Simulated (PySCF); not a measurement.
C3H6BN3, SMILES C#C/C=N/B(N)N. The structure is a stationary point at B3LYP-D3(BJ)/def2-SVP. The structure was generated by enumeration; whether it is a known compound was not checked. The values are those of a single conformer.

Computed equilibrium geometry at B3LYP-D3(BJ)/def2-SVP (PySCF confirms it by a frequency run) as a Z-matrix (one conformer of several):
```
N
C 1 1.2690
H 2 1.1120 1 123.03
C 2 1.4426 3 113.73 1 -179.99
C 4 1.2137 3 148.99 2 179.99
H 5 1.0739 3 161.07 2 179.97
B 1 1.4647 2 123.28 3 -1.41
N 7 1.4177 1 118.15 2 111.30
H 8 1.0108 7 121.47 1 2.98
H 8 1.0108 9 114.21 7 -175.30
N 7 1.4212 8 123.05 9 -176.57
H 11 1.0111 7 121.25 8 174.16
H 11 1.0120 12 113.39 7 164.51
```
Charge 0, spin multiplicity 1.
